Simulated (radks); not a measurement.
Results of a calculation; reference values are marked as such.
Problem. Radial electron density D(r) = 4 pi r^2 rho(r) of an atom or ion with 7 electrons. Level of theory: Dirac Kohn-Sham, BLYP, spin-unpolarised, spherical densities, finite nucleus; Fermi nuclear charge, rms radius of each element as measured or else 0.836 A^(1/3) + 0.57 fm (a radial shooting solver on a logarithmic mesh with Libxc functionals).

```
   r/bohr * D(r) (the largest magnitude, 22.7, reaches the edge; | marks zero)
 0.005434 |   *
 0.006029 |    *
 0.006637 |     *
 0.007306 |      *
 0.008042 |       *
 0.008852 |        *
 0.009744 |         *
  0.01081 |           *
   0.0119 |             *
   0.0131 |               *
  0.01442 |                  *
  0.01587 |                     *
  0.01747 |                       *
  0.01939 |                           *
  0.02134 |                              *
  0.02349 |                                  *
  0.02586 |                                     *
  0.02846 |                                         *
  0.03158 |                                            *
  0.03477 |                                               *
  0.03827 |                                                  *
  0.04212 |                                                    *
  0.04637 |                                                     *
  0.05104 |                                                      *
  0.05664 |                                                      *
  0.06234 |                                                     *
  0.06862 |                                                   *
  0.07554 |                                                *
  0.08315 |                                             *
  0.09153 |                                          *
   0.1016 |                                      *
   0.1118 |                                    *
   0.1231 |                                  *
   0.1355 |                                 *
   0.1491 |                                 *
   0.1654 |                                  *
   0.1821 |                                   *
   0.2005 |                                    *
   0.2207 |                                      *
   0.2429 |                                      *
   0.2674 |                                     *
   0.2967 |                                   *
   0.3266 |                               *
   0.3595 |                           *
   0.3957 |                     *
   0.4356 |                *
   0.4794 |           *
    0.532 |       *
   0.5856 |    *
   0.6446 |  *
   0.7096 |*
    0.781 |*
   0.8597 *
    0.954 *
     1.05 *
    1.156 *
```

What is the nuclear charge?

Solution. Z = 20. The innermost maximum, from 1s, lies near gamma/Z bohr with gamma = sqrt(1 - (Z/c)^2) = 0.989, here 0.0495 bohr (found: 0.0523), and its height grows with Z. The density is that of the calcium ion Ca13+ in [He] 2s1 2p(1/2: 2, 3/2: 2); the configuration itself is not fixed sharply by these data, and Z only to about a unit. D(r) has 2 maxima, at r = 0.0523, 0.239 bohr, and minima at 0.143 bohr, inside which lie 2.31 electrons.
